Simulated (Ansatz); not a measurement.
The same path of C3H9B (13 atoms, charge 0, multiplicity 1) was run twice with different band settings. The coordinate that changes most is the dihedral H8–B2–C3–C4.

All numbers below come from Ansatz, RKS PBE-D4/6-31G.

Relaxed end points:

```xyz
13
Properties=species:S:1:pos:R:3
C -0.952 1.238 0.812
B 0.523 0.727 0.647
C 0.976 -0.496 -0.234
C -0.105 -1.293 -0.989
H -1.018 2.271 0.408
H -1.209 1.343 1.885
H -1.724 0.624 0.318
H 1.398 1.333 1.237
H 1.568 -1.170 0.427
H 1.745 -0.114 -0.943
H -0.843 -1.727 -0.289
H 0.325 -2.125 -1.575
H -0.662 -0.646 -1.689
```

```xyz
13
Properties=species:S:1:pos:R:3
C 0.687 1.640 1.139
B -0.262 0.588 0.459
C 0.281 -0.592 -0.429
C -0.756 -1.529 -1.077
H 0.535 1.623 2.238
H 0.393 2.666 0.834
H 1.763 1.506 0.932
H -1.458 0.699 0.643
H 0.989 -1.174 0.207
H 0.950 -0.151 -1.203
H -1.383 -2.015 -0.309
H -0.284 -2.328 -1.678
H -1.435 -0.967 -1.742
```

Common settings: climbing image yes; spring 5.0 eV/Å²; optimiser quadratic models (default); start path IDPP; force threshold 0.03 eV/Å; iteration limit 60; end points relaxed.

| run | movable images |
| --- | --- |
| 1 | 9 |
| 2 | 2 |

Task: What does each run give, and how far can it be trusted?

Result: Run 1: converged after 9 iterations, highest image 0.063 eV above the first end. A vibrational analysis at the climbing image gives one clearly imaginary mode, 82i cm⁻¹: a first-order saddle point.
Run 2: converged after 6 iterations, highest image 0.063 eV above the first end. Another band between the same ends (9 images) ends at a top of the same energy, where a vibrational analysis finds 1 clearly imaginary mode. So few images can step over the top or miss a turn of the path.
Limits of this set-up: no polarisation functions.
